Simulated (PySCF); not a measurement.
The group X on SiH2(OH)-X is varied. Isolated molecules, 0 K electronic values unless said otherwise. One relaxed conformer stands for each flexible species; it need not be the lowest. Strings in code marks are SMILES.

Quantity: electronic energy of isomers of CH3NOSi relative to `N#C[SiH2]O`, in kcal/mol.

Case: `[C-]#[N+][SiH2]O`. Geometry of `[N+]([SiH2]O)#[C-]` (neutral, multiplicity 1, Å):

```xyz
7

C      2.3768    -0.7625     0.4042
N      1.3361    -0.2676     0.1924
Si    -0.2164     0.4670    -0.1000
O     -1.3352    -0.6754    -0.4065
H     -0.5132     1.2519     1.1176
H     -0.1003     1.2940    -1.3119
H     -1.5774    -1.2959     0.2824
```

**Question.** Predict the electronic energy of isomers of CH3NOSi relative to `N#C[SiH2]O` from B3LYP-D3(BJ)/def2-TZVP // PBE0-D4/def2-TZVP (PySCF).

**Answer.** 0.91 kcal/mol.
